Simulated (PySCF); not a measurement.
H3O4P, quintet, at a GFN2-xTB geometry of the parent state (a higher spin typed on purpose: for a closed-shell molecule this is an excited state) (in this run its highest filled SCF level lies above zero, so its values depend strongly on the basis, on diffuse functions most of all); B3LYP/STO-3G in PySCF.

The PySCF input:
```python
from pyscf import gto, scf, dft

mol = gto.M(
    atom='''
O     0.77918714    0.89800259    1.38981789
P    -0.01342712   -0.03654108    0.29402552
O     1.07614325   -0.55931002   -0.64721325
O    -0.93075699   -1.31479553   -0.92120897
O    -0.86101349    1.15096454   -0.32530846
H     1.63291358    0.52824969    1.60995054
H    -0.53564913   -2.18592303   -0.95431307
H    -1.40433700    0.80689686   -1.03471785
''',
    basis='sto-3g',
    spin=4,
    verbose=4,
)

mf = dft.UKS(mol)
mf.xc = 'b3lyp'
mf.kernel()
```

### Question
Predict the main parts of the log of this PySCF run.

### Answer

```
PySCF version 2.14.0

[INPUT] verbose = 4
[INPUT] num. atoms = 8
[INPUT] num. electrons = 50
[INPUT] charge = 0
[INPUT] spin (= nelec alpha-beta = 2S) = 4
[INPUT] symmetry False subgroup None
[INPUT] Mole.unit = angstrom
[INPUT] Symbol           X                Y                Z      unit          X                Y                Z       unit  Magmom
[INPUT]  1 O      0.779187140000   0.898002590000   1.389817890000 AA    1.472450294383   1.696978954250   2.626375175121 Bohr   0.0
[INPUT]  2 P     -0.013427120000  -0.036541080000   0.294025520000 AA   -0.025373579442  -0.069052633496   0.555627706433 Bohr   0.0
[INPUT]  3 O      1.076143250000  -0.559310020000  -0.647213250000 AA    2.033616013299  -1.056942756525  -1.223055786690 Bohr   0.0
[INPUT]  4 O     -0.930756990000  -1.314795530000  -0.921208970000 AA   -1.758875799625  -2.484603461502  -1.740832656793 Bohr   0.0
[INPUT]  5 O     -0.861013490000   1.150964540000  -0.325308460000 AA   -1.627079685656   2.175007759686  -0.614743895404 Bohr   0.0
[INPUT]  6 H      1.632913580000   0.528249690000   1.609950540000 AA    3.085759451283   0.998247239486   3.042365594696 Bohr   0.0
[INPUT]  7 H     -0.535649130000  -2.185923030000  -0.954313070000 AA   -1.012230154562  -4.130795856079  -1.803390339393 Bohr   0.0
[INPUT]  8 H     -1.404337000000   0.806896860000  -1.034717850000 AA   -2.653812316593   1.524814076172  -1.955333352699 Bohr   0.0

nuclear repulsion = 268.142003301466
number of shells = 20
number of NR pGTOs = 96
number of NR cGTOs = 32
basis = sto-3g
ecp = {}

******** <class 'pyscf.dft.uks.UKS'> ********
method = UKS
initial guess = minao
damping factor = 0
level_shift factor = 0
DIIS = <class 'pyscf.scf.diis.CDIIS'>
diis_start_cycle = 1
diis_space = 8
diis_damp = 0
SCF conv_tol = 1e-09
SCF conv_tol_grad = None
SCF max_cycles = 50
direct_scf = True
direct_scf_tol = 1e-13
number electrons alpha = 27  beta = 23
XC library pyscf.dft.libxc version 7.1.2
    S. Lehtola, C. Steigemann, M. J. T. Oliveira, and M. A. L. Marques,  SoftwareX 7, 1–5 (2018)
XC functionals = b3lyp
    P. J. Stephens, F. J. Devlin, C. F. Chabalowski, and M. J. Frisch,  J. Phys. Chem. 98, 11623 (1994)
radial grids:
    Treutler-Ahlrichs [JCP 102, 346 (1995); DOI:10.1063/1.469408] (M4) radial grids

becke partition: Becke, JCP 88, 2547 (1988); DOI:10.1063/1.454033
pruning grids: <function nwchem_prune>
grids dens level: 3
symmetrized grids: False
atomic radii adjust function: <function treutler_atomic_radii_adjust>
small_rho_cutoff = 0
Set gradient conv threshold to 3.16228e-05
tot grids = 104936
init E= -636.64590222281

cycle= 1 E= -635.086182304142  delta_E= 1.56  |g|=  0.6  |ddm|= 3.54

cycle= 2 E= -631.944920822223  delta_E= 3.14  |g|= 1.97  |ddm|= 4.56

cycle= 3 E= -635.217149528171  delta_E= -3.27  |g|= 0.466  |ddm|= 4.32

cycle= 4 E= -635.212845262109  delta_E= 0.0043  |g|= 0.435  |ddm|= 1.26

cycle= 5 E= -635.149372059752  delta_E= 0.0635  |g|= 0.53  |ddm|= 2.11

cycle= 6 E= -635.32952343257  delta_E= -0.18  |g|= 0.285  |ddm|=  0.9

cycle= 7 E= -635.374643858692  delta_E= -0.0451  |g|= 0.174  |ddm|= 0.422

cycle= 8 E= -635.39089873019  delta_E= -0.0163  |g|= 0.113  |ddm|= 0.228

cycle= 9 E= -635.402336842516  delta_E= -0.0114  |g|= 0.0542  |ddm|= 0.247

cycle= 10 E= -635.405938106619  delta_E= -0.0036  |g|= 0.0236  |ddm|= 0.193

cycle= 11 E= -635.407697899851  delta_E= -0.00176  |g|= 0.0101  |ddm|= 0.186

cycle= 12 E= -635.408553288885  delta_E= -0.000855  |g|= 0.00834  |ddm|= 0.186

cycle= 13 E= -635.408694217517  delta_E= -0.000141  |g|= 0.00543  |ddm|= 0.0466

cycle= 14 E= -635.408781248645  delta_E= -8.7e-05  |g|= 0.00229  |ddm|= 0.0452

cycle= 15 E= -635.408831642135  delta_E= -5.04e-05  |g|= 0.00139  |ddm|= 0.0499

cycle= 16 E= -635.408849400397  delta_E= -1.78e-05  |g|= 0.000683  |ddm|= 0.0404

cycle= 17 E= -635.408852575369  delta_E= -3.17e-06  |g|= 0.000409  |ddm|= 0.0122

cycle= 18 E= -635.408853592305  delta_E= -1.02e-06  |g|= 0.00026  |ddm|= 0.00823

cycle= 19 E= -635.408854014329  delta_E= -4.22e-07  |g|= 0.000257  |ddm|= 0.00656

cycle= 20 E= -635.408854250621  delta_E= -2.36e-07  |g|= 0.000218  |ddm|= 0.00379

cycle= 21 E= -635.40885452185  delta_E= -2.71e-07  |g|= 8.47e-05  |ddm|= 0.00474

cycle= 22 E= -635.408854549429  delta_E= -2.76e-08  |g|= 3.66e-05  |ddm|= 0.00105

cycle= 23 E= -635.408854562322  delta_E= -1.29e-08  |g|= 2.59e-05  |ddm|= 0.00072

cycle= 24 E= -635.408854564904  delta_E= -2.58e-09  |g|= 1.04e-05  |ddm|= 0.000293

cycle= 25 E= -635.408854566296  delta_E= -1.39e-09  |g|= 1.09e-05  |ddm|= 0.000337

cycle= 26 E= -635.408854566635  delta_E= -3.38e-10  |g|= 3.55e-06  |ddm|= 0.000128

Extra cycle  E= -635.408854566553  delta_E= 8.12e-11  |g|= 1.08e-05  |ddm|= 3.11e-05
converged SCF energy = -635.408854566553  <S^2> = 6.0058699  2S+1 = 5.0023474
```
